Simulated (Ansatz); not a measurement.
Cost and result for the atomization energy of C3H5BS (`BC1=C(C)S1`) (10 atoms, 10 bonds).

```xyz
10

B    -2.041    0.735   -0.234
C    -0.592    0.538   -0.473
C     0.602    0.052   -0.266
C     1.425   -0.831    0.560
S     0.871    1.076   -1.635
H    -2.512    0.127    0.684
H    -2.711    1.454   -0.909
H     2.244   -0.254    0.999
H     0.836   -1.299    1.348
H     1.877   -1.599   -0.073
```

Total charge 0; spin multiplicity 1. Geometry: relaxed with PBE0-D4/def2-TZVP. Program: Ansatz. All runs use 2 threads of an Arm Neoverse V1 on a shared host. Times are those of one run each, without the atoms' runs, and a repeat can differ threefold. Electronic energies, without spin–orbit coupling; frozen cores. CCSD(T)/CBS adds CCSD(T) − MP2 in def2-TZVPP to the MP2 limit, and its time is that of the two runs behind it. T1 = 0.018; the RHF reference is unstable towards UHF. B3LYP takes the VWN-RPA correlation (the form of Gaussian; ORCA's B3LYP/G). HSE06 is the plane-wave form, built on full-range PBE exchange.

CCSD(T)/CBS is a level of theory with its own doubt, some kJ/mol a heavy atom from the limit and from the frozen cores, so smaller differences don't rank the functionals.

```
                            level  functions  atomization (kJ/mol)  difference from CCSD(T)/CBS  per bond
B3LYP-D4/def2-TZVPP (with forces)        236                3941.2                         40.1       4.0
            r2SCANh-D4/def2-TZVPP        236                3944.2                         43.1       4.3
               CCSD(T)/def2-TZVPP        236                3802.3                        -98.8      -9.9
              HSE06-D4/def2-TZVPP        236                3989.4                         88.3       8.8
                CCSD(T)/CBS(def2)          –                3901.1                          0.0       0.0
              PBE-QIDH/def2-TZVPP        236                3930.1                         29.0       2.9
                B97M-V/def2-TZVPP        236                3973.5                         72.4       7.2
               PBE0-D4/def2-TZVPP        236                3985.1                         84.0       8.4
             revPBE-D4/def2-TZVPP        236                3975.5                         74.4       7.4
                   MP2/def2-QZVPP        448                3957.1                         56.0       5.6
          CAM-B3LYP-D4/def2-TZVPP        236                3931.1                         30.0       3.0
                B2PLYP/def2-TZVPP        236                3896.2                         -4.9      -0.5
                 CCSD(T)/def2-SVP         99                3721.8                       -179.3     -17.9
```

Q: Order the runs by time, with rough figures. (Estimate.)

A: The calculation gave: revPBE-D4/def2-TZVPP 3.8 s; PBE0-D4/def2-TZVPP 5.5 s; HSE06-D4/def2-TZVPP 5.5 s; CAM-B3LYP-D4/def2-TZVPP 6 s; B3LYP-D4/def2-TZVPP (with forces) 8 s; CCSD(T)/def2-SVP 8 s; r2SCANh-D4/def2-TZVPP 9 s; B2PLYP/def2-TZVPP 11 s; PBE-QIDH/def2-TZVPP 11 s; B97M-V/def2-TZVPP 17 s; MP2/def2-QZVPP 45 s; CCSD(T)/def2-TZVPP 12 min; CCSD(T)/CBS(def2) 13 min.

At CCSD(T), def2-SVP lies −179.3 kJ/mol from the extrapolated value and def2-TZVPP −98.8 kJ/mol: correlation converges slowly with the basis, and small sets miss more of it in the bonded molecule than in its fragments. In def2-TZVPP, CCSD(T) changes the Hartree–Fock value by +946.9 kJ/mol (the triples alone add +79.2 kJ/mol) and MP2 by +1043.5 kJ/mol; breaking electron pairs costs correlation energy, which Hartree–Fock lacks. From BLYP to BHLYP (50 % exact exchange), in def2-TZVPP and without D4, the atomization energy moves by −123.5 kJ/mol: exact exchange takes away binding that semilocal exchange gives to molecules.
